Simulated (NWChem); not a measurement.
System: C₃H₇FSi; SMILES F/C=C\C[SiH3]

```xyz
12

F      0.8378    -2.1317    -0.1126
C     -0.3523    -1.7921     0.3861
C     -0.9432    -0.6366     0.0881
C     -0.3609     0.4202    -0.7895
Si     0.3063     1.8958     0.1990
H     -0.7712    -2.5594     1.0427
H     -1.9156    -0.4576     0.5568
H     -1.1182     0.8058    -1.4932
H      0.4662     0.0119    -1.3916
H     -0.7813     2.4783     1.0454
H      0.8058     2.9565    -0.7308
H      1.4239     1.4601     1.0895
```
Atoms are numbered in this order, from 1.

Program: NWChem. Pople sets run with spherical d functions. Geometry: optimised at PBE0/def2-SVP. No frequency run checked for a minimum.

Task: Taking PBE0/6-311++G** as the yardstick, which of these has the fewest basis functions while keeping “dipole (D)” within 0.2 D of it: PBE0/6-311G**; PBE0/6-31G*; PBE0/STO-3G; PBE0/6-31+G*; PBE0/3-21G?

Result: PBE0/3-21G.
```tsv
level	basis functions	dipole (D)	relative time (rough)
PBE0/STO-3G	36	0.43	1
PBE0/3-21G	63	1.24	2
PBE0/6-31G*	88	1.22	4
PBE0/6-31+G*	108	1.37	5
PBE0/6-311G**	140	1.27	7
PBE0/6-311++G**	167	1.37	20
```

The yardstick is one finite set, not the basis-set limit.
